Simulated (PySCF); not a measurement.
## Magnetic susceptibility: `InChI=1S/C9H12/c1-2-6-9-7-4-3-5-8-9/h2,4,6-7H,1,3,5,8H2/b9-6+`

Cartesian coordinates in Å; atom numbers follow the order of the lines, from 1:
```xyz
21

C     2.7267    0.9598    2.7306
C     2.1488    0.5048    1.6196
C     0.7258    0.3376    1.4909
C     0.0456   -0.0947    0.4092
C     0.6601   -0.4992   -0.8360
C    -0.0436   -0.7750   -1.9362
C    -1.5309   -0.6492   -2.0097
C    -2.0531    0.2408   -0.8858
C    -1.4551   -0.2057    0.4458
H     2.1466    1.2241    3.5999
H     3.7927    1.0850    2.8108
H     2.7666    0.2554    0.7684
H     0.1566    0.6037    2.3742
H     1.7359   -0.5876   -0.8609
H     0.4577   -1.1049   -2.8357
H    -1.8212   -0.2460   -2.9834
H    -1.9769   -1.6480   -1.9308
H    -1.7594    1.2757   -1.0772
H    -3.1433    0.1996   -0.8443
H    -1.7288   -1.2507    0.6264
H    -1.8597    0.3915    1.2650
```

The calculation used PySCF 2.14.0, GIAO LC-wPBE/pcseg-1 magnetisability, rotational g tensor and spin-rotation constants, non-relativistic, gas phase. Geometry: GFN2-xTB.

Q: What are the magnetisability and the molar susceptibility?

A: Isotropic -1322 × 10⁻³⁰ J/T², or -79.6 × 10⁻⁶ cm³/mol; principal values -1590, -1261, -1114 × 10⁻³⁰ J/T², anisotropy 422 × 10⁻³⁰ J/T² (root of half the summed squared differences of the principal values). The susceptibility is in cgs units.

Q: Split it along the inertial axes a, b, c into diamagnetic and paramagnetic parts about the centre of mass, with the quadrupole moment.

A: 
```tsv
axis	χ (10⁻⁶ cm³/mol)	diamagnetic (10⁻⁶ cm³/mol)	paramagnetic (10⁻⁶ cm³/mol)	summed x² of all electrons (Å²)	quadrupole Θ (D Å)
a	-76.0	-416.5	340.4	332.1	+4.22
b	-67.3	-1499.1	1431.8	76.9	+3.63
c	-95.4	-1735.5	1640.1	21.2	-7.85
```
Anisotropies 2χaa − χbb − χcc = +10.7 and 2χbb − χaa − χcc = +36.8 × 10⁻⁶ cm³/mol. Θ is traceless in Buckingham's convention.

Q: And the rotational g tensor?

A: 
```tsv
axis	rotational constant (GHz)	g	nuclear part	electronic part
a	4.3327	-0.0462	0.6467	-0.6929
b	0.8894	-0.0130	0.5853	-0.5983
c	0.7636	+0.0014	0.5897	-0.5884
```
Asymmetric top; isotopes 12C, 1H; no vibrational averaging.
